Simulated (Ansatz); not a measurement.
## Abstraction of Cl: C2H5Cl2Ga + C2H4ClSi → C2H5ClGa + C2H4Cl2Si

Species: C2H5Cl2Ga `C[CH2][Ga]([Cl])[Cl]`, singlet; C2H4ClSi `C=C[SiH]Cl`, doublet; C2H5ClGa `C[CH2][Ga][Cl]`, doublet; C2H4Cl2Si `C=C[SiH](Cl)Cl`, singlet. A radical takes Cl: the energy is the difference in strength between the Ga–Cl bond broken and the Si–Cl bond made.

Shapes, held fixed at every level: PBE0-D4/def2-TZVP. Flexible molecules stand in one conformer, not always the lowest. Programs: Ansatz 0.2.0. Electronic energies: no zero-point or thermal term.

```tsv
level	kind	ΔE (kJ/mol)	less CCSD(T)/def2-TZVPP
MP2/def2-TZVPP	perturbation theory	-43.7	-16.9
SPW92/def2-TZVPP	LDA	-31.8	-5.0
PBE-D4/def2-TZVPP	GGA	-30.6	-3.8
r2SCAN0-D4/def2-TZVPP	global hybrid	-25.8	+1.0
wB97M-V/def2-TZVPP	range-separated hybrid	-42.8	-16.0
wB97X-V/def2-TZVPP	range-separated hybrid	-30.7	-3.9
CCSD(T)/def2-TZVPP	coupled cluster or CI	-26.8	0.0
```

The highest level, CCSD(T)/def2-TZVPP, gives ΔE = -26.8 kJ/mol; the levels span -43.7 to -25.8. The column of differences is taken from that level and isn't an error. No measured value is set beside it here. Spin contamination: C2H4ClSi (⟨S²⟩ up to 0.87). Open shells run unrestricted. Relativity is left out for Ga. Outer-core shells of Ga are correlated in most correlated rows, in sets that cover them unevenly.
